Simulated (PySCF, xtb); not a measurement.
FH6NOSi2, SMILES [Si@@](O)(N)([SiH3])F.

GFN2-xTB run with xtb 6.7.1 at its own geometry gives an orbital gap of 4.82 eV and a dipole moment of 1.56 D.

The structure is a stationary point at PBE-D3(BJ)/def2-SVP. The structure was generated by enumeration; whether it is a known compound was not checked. One conformer was computed; it need not be the lowest.

Q: What does B3LYP/def2-TZVP (PySCF) give? (An estimate is asked for; the answer gives what the named calculation found.)

A: gap 7.53 eV (levels -7.76 and -0.23 eV), dipole 0.73 D.
